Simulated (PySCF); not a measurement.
PySCF job for AsH4Si, SMILES [AsH][SiH3], multiplicity 2, TDA-M06-2X/def2-SVPD. The structure is a stationary point at PBE0-D3(BJ)/def2-TZVP. The isomer is the one that the SMILES or the coordinates give; other isomers of the formula were not compared.

```python
import numpy as np
from pyscf import gto, scf, dft, tdscf

mol = gto.M(
    atom='''
    Si    0.00074700   -1.54310813   -0.00000000
    As   -0.04556295    0.81561371   -0.00000000
    H     0.70220388   -2.05278543    1.20913526
    H    -1.39361021   -2.05615180    0.00000000
    H     0.70220387   -2.05278543   -1.20913526
    H     1.48232166    0.84998398    0.00000000
    ''',
    basis='def2-SVPD',
    charge=0,
    spin=1,
    max_memory=1600,
    verbose=4,
)
mf = dft.UKS(mol, xc='m06-2x').density_fit(auxbasis='def2-universal-jkfit')
mf.grids.level = 4
mf.conv_tol = 1e-9
mf.max_cycle = 100
mf.kernel()
fine, coarse = mf.grids, dft.Grids(mol).set(level=1).build(with_non0tab=True)
for _ in range(3):  # follow internal instabilities
    mf.grids = coarse
    mo, _, stable, _ = mf.stability(return_status=True, nroots=4)
    mf.grids = fine
    if stable:
        break
    mf.kernel(mf.make_rdm1(mo, mf.mo_occ))
mf.grids = dft.Grids(mol).set(level=2).build(with_non0tab=True)  # coarser grid for the response kernel
td = tdscf.TDA(mf)
td.nstates = 10
td.conv_tol = 1e-4
td.positive_eig_threshold = 1e-6
td.kernel(x0=td.get_init_guess(mf, 15))
td.analyze()
```

Output:

```
PySCF version 2.14.0

[INPUT] verbose = 4
[INPUT] num. atoms = 6
[INPUT] num. electrons = 51
[INPUT] charge = 0
[INPUT] spin (= nelec alpha-beta = 2S) = 1
[INPUT] symmetry False subgroup None
[INPUT] Mole.unit = angstrom
[INPUT] Symbol           X                Y                Z      unit          X                Y                Z       unit  Magmom
[INPUT]  1 Si     0.000747000000  -1.543108130000   0.000000000000 AA    0.001411625415  -2.916051746290   0.000000000000 Bohr   0.0
[INPUT]  2 As    -0.045562950000   0.815613710000   0.000000000000 AA   -0.086101496927   1.541286535340   0.000000000000 Bohr   0.0
[INPUT]  3 H      0.702203880000  -2.052785430000   1.209135260000 AA    1.326973016807  -3.879202255198   2.284934488955 Bohr   0.0
[INPUT]  4 H     -1.393610210000  -2.056151800000   0.000000000000 AA   -2.633541621298  -3.885563772531   0.000000000000 Bohr   0.0
[INPUT]  5 H      0.702203870000  -2.052785430000  -1.209135260000 AA    1.326972997910  -3.879202255198  -2.284934488955 Bohr   0.0
[INPUT]  6 H      1.482321660000   0.849983980000   0.000000000000 AA    2.801181965911   1.606236932468   0.000000000000 Bohr   0.0

nuclear repulsion = 150.159219173502
number of shells = 40
number of NR pGTOs = 162
number of NR cGTOs = 94
basis = def2-SVPD
ecp = {}


[settings echo left out]
init E= -2526.40969648983
  alpha nocc = 26  HOMO = -0.217863894558288  LUMO = -0.0135944823221967
  beta  nocc = 25  HOMO = -0.300319429067839  LUMO = -0.217863894558289

WARN: HOMO -0.217863894558288 >= LUMO -0.217863894558289

cycle= 1 E= -2527.3558734646  delta_E= -0.946  |g|= 0.0972  |ddm|=  1.9
  alpha nocc = 26  HOMO = -0.282876258202365  LUMO = 0.00955214227550139
  beta  nocc = 25  HOMO = -0.320459403615307  LUMO = -0.0944215952771468
  HOMO = -0.282876258202  LUMO = -0.0944215952771  gap/eV = 5.12811
cycle= 2 E= -2527.36460607834  delta_E= -0.00873  |g|= 0.0443  |ddm|= 0.214
  alpha nocc = 26  HOMO = -0.284844644889322  LUMO = 0.0124641528204545
  beta  nocc = 25  HOMO = -0.316570156765266  LUMO = -0.0908668168298123
  HOMO = -0.284844644889  LUMO = -0.0908668168298  gap/eV = 5.27841
cycle= 3 E= -2527.36632681606  delta_E= -0.00172  |g|= 0.0169  |ddm|= 0.123
  alpha nocc = 26  HOMO = -0.284359644807078  LUMO = 0.0118125893986445
  beta  nocc = 25  HOMO = -0.315109380504273  LUMO = -0.0875690706264036
  HOMO = -0.284359644807  LUMO = -0.0875690706264  gap/eV = 5.35494
cycle= 4 E= -2527.36660293884  delta_E= -0.000276  |g|= 0.00557  |ddm|= 0.0415
  alpha nocc = 26  HOMO = -0.285335138497607  LUMO = 0.0115805365873447
  beta  nocc = 25  HOMO = -0.315773421664736  LUMO = -0.087975699894622
  HOMO = -0.285335138498  LUMO = -0.0879756998946  gap/eV = 5.37042
cycle= 5 E= -2527.36661769826  delta_E= -1.48e-05  |g|= 0.00148  |ddm|= 0.00875
  alpha nocc = 26  HOMO = -0.285565179493623  LUMO = 0.011511707651112
  beta  nocc = 25  HOMO = -0.315887760871123  LUMO = -0.0880070209882824
  HOMO = -0.285565179494  LUMO = -0.0880070209883  gap/eV = 5.37583
cycle= 6 E= -2527.36662155373  delta_E= -3.86e-06  |g|= 0.000482  |ddm|= 0.00507
  alpha nocc = 26  HOMO = -0.285561042859362  LUMO = 0.0115037864233476
  beta  nocc = 25  HOMO = -0.315842635499727  LUMO = -0.0879470388696428
  HOMO = -0.285561042859  LUMO = -0.0879470388696  gap/eV = 5.37735
cycle= 7 E= -2527.36662215934  delta_E= -6.06e-07  |g|= 0.000165  |ddm|= 0.00224
  alpha nocc = 26  HOMO = -0.285555863330818  LUMO = 0.0115106218328402
  beta  nocc = 25  HOMO = -0.315823476573054  LUMO = -0.087924861748264
  HOMO = -0.285555863331  LUMO = -0.0879248617483  gap/eV = 5.37781
cycle= 8 E= -2527.36662222128  delta_E= -6.19e-08  |g|= 5.88e-05  |ddm|= 0.000772
  alpha nocc = 26  HOMO = -0.28556474069617  LUMO = 0.0115070274024274
  beta  nocc = 25  HOMO = -0.315833032307065  LUMO = -0.0879328988603181
  HOMO = -0.285564740696  LUMO = -0.0879328988603  gap/eV = 5.37784
cycle= 9 E= -2527.36662222719  delta_E= -5.91e-09  |g|= 1.54e-05  |ddm|= 0.000252
  alpha nocc = 26  HOMO = -0.285562140053486  LUMO = 0.0115071003986893
  beta  nocc = 25  HOMO = -0.315830431076263  LUMO = -0.0879325756652189
  HOMO = -0.285562140053  LUMO = -0.0879325756652  gap/eV = 5.37777
cycle= 10 E= -2527.36662222767  delta_E= -4.86e-10  |g|= 4.31e-06  |ddm|= 7.31e-05
  alpha nocc = 26  HOMO = -0.285562096783189  LUMO = 0.0115071499741046
  beta  nocc = 25  HOMO = -0.315830603520583  LUMO = -0.0879324170045286
  HOMO = -0.285562096783  LUMO = -0.0879324170045  gap/eV = 5.37778
Extra cycle  E= -2527.3666222277  delta_E= -2.91e-11  |g|= 2.12e-06  |ddm|= 1.76e-05
converged SCF energy = -2527.3666222277  <S^2> = 0.75567029  2S+1 = 2.0056623
tot grids = 23632
uhf_internal: lowest eigs of H = [0.15941804 0.28527033 0.37477055 0.39064518]
<class 'pyscf.df.df_jk.DFUKS'> wavefunction is stable in the internal stability analysis
tot grids = 46488
Overwritten attributes  positive_eig_threshold  of <class 'pyscf.tdscf.uks.TDA'>


******** <class 'pyscf.tdscf.uks.TDA'> for <class 'pyscf.df.df_jk.DFUKS'> ********
nstates = 10
deg_eia_thresh = 1.000e-03
wfnsym = None
conv_tol = 0.0001
eigh lindep = 1e-12
eigh level_shift = 0
eigh max_cycle = 100


Excitation energies (eV)
[2.22393359 3.97626679 5.13922698 5.51403101 5.79640052 6.17885912
 6.21268268 6.23976842 6.55718705 6.57585749]

** Excitation energies and oscillator strengths **
Excited State   1:      2.22393 eV    557.50 nm  f=0.0014
      25b ->   26b      0.98760
Excited State   2:      3.97627 eV    311.81 nm  f=0.0020
      26a ->   27a      0.11238
      22b ->   26b     -0.26805
      24b ->   26b     -0.94232
Excited State   3:      5.13923 eV    241.25 nm  f=0.0001
      26a ->   27a     -0.87340
      26a ->   29a      0.33703
      26a ->   31a      0.26217
      26a ->   33a      0.14698
      24b ->   26b     -0.11513
Excited State   4:      5.51403 eV    224.85 nm  f=0.0192
      26a ->   27a      0.11096
      26a ->   28a      0.97108
Excited State   5:      5.79640 eV    213.90 nm  f=0.0013
      25a ->   27a     -0.51158
      25a ->   28a     -0.11029
      25a ->   29a      0.17389
      25a ->   31a      0.15009
      25a ->   33a      0.13770
      26a ->   30a     -0.11389
      25b ->   27b      0.33881
      25b ->   28b      0.60337
      25b ->   29b     -0.17458
      25b ->   31b     -0.23123
      25b ->   32b     -0.14393
      25b ->   33b     -0.13772
Excited State   6:      6.17886 eV    200.66 nm  f=0.0049
      26a ->   30a      0.10290
      23b ->   26b     -0.95653
      25b ->   27b     -0.10559
      25b ->   28b      0.15566
Excited State   7:      6.21268 eV    199.57 nm  f=0.0022
      22b ->   26b     -0.94113
      24b ->   26b      0.27886
Excited State   8:      6.23977 eV    198.70 nm  f=0.0135
      25a ->   28a      0.36638
      23b ->   26b     -0.13816
      25b ->   27b      0.76005
      25b ->   28b     -0.36637
      25b ->   29b     -0.25900
      25b ->   31b     -0.10711
Excited State   9:      6.55719 eV    189.08 nm  f=0.0092
      26a ->   27a      0.13858
      26a ->   29a      0.79132
      26a ->   31a     -0.55830
      26a ->   35a     -0.12244
Excited State  10:      6.57586 eV    188.54 nm  f=0.0013
      25a ->   27a      0.45255
      25a ->   28a     -0.11536
      25a ->   29a     -0.15849
      25a ->   31a     -0.12834
      26a ->   30a     -0.80191
      26a ->   34a      0.11240
      26a ->   39a      0.10326
      25b ->   27b      0.10957
      25b ->   28b      0.19655

** Transition electric dipole moments (AU) **
state          X           Y           Z        Dip. S.      Osc.
  1        -0.0000      0.0000      0.1630      0.0266      0.0014
  2        -0.0000     -0.0000      0.1415      0.0200      0.0020
  3        -0.0000      0.0000     -0.0339      0.0011      0.0001
  4        -0.0000     -0.0000      0.3773      0.1424      0.0192
  5         0.0255      0.0908     -0.0000      0.0089      0.0013
  6         0.0816     -0.1602      0.0000      0.0323      0.0049
  7        -0.0000      0.0000      0.1206      0.0145      0.0022
  8         0.1351     -0.2647     -0.0000      0.0883      0.0135
  9        -0.0000     -0.0000     -0.2387      0.0570      0.0092
 10         0.0059      0.0911     -0.0000      0.0083      0.0013

** Transition velocity dipole moments (imaginary part, AU) **
state          X           Y           Z        Dip. S.      Osc.
  1        -0.0000      0.0000     -0.0046      0.0000      0.0002
  2         0.0000     -0.0000     -0.0164      0.0003      0.0012
  3        -0.0000      0.0000      0.0012      0.0000      0.0000
  4        -0.0000     -0.0000      0.1230      0.0151      0.0498
  5         0.0019      0.0057      0.0000      0.0000      0.0001
  6        -0.0015     -0.0146      0.0000      0.0002      0.0006
  7         0.0000      0.0000      0.0038      0.0000      0.0000
  8         0.0257     -0.0582     -0.0000      0.0040      0.0117
  9         0.0000     -0.0000     -0.0387      0.0015      0.0041
 10        -0.0027      0.0094     -0.0000      0.0001      0.0003

** Transition magnetic dipole moments (imaginary part, AU) **
state          X           Y           Z
  1        -0.7512     -0.3984      0.0000
  2         0.3040     -0.7703      0.0000
  3        -0.1546      0.2051      0.0000
  4        -0.4046      0.1954      0.0000
  5         0.0000      0.0000      0.0860
  6        -0.0000     -0.0000      0.0678
  7        -0.0514     -0.2908     -0.0000
  8         0.0000      0.0000      0.1947
  9         0.5874      0.3696      0.0000
 10         0.0000      0.0000     -0.0270
```

Self-consistency was reached.
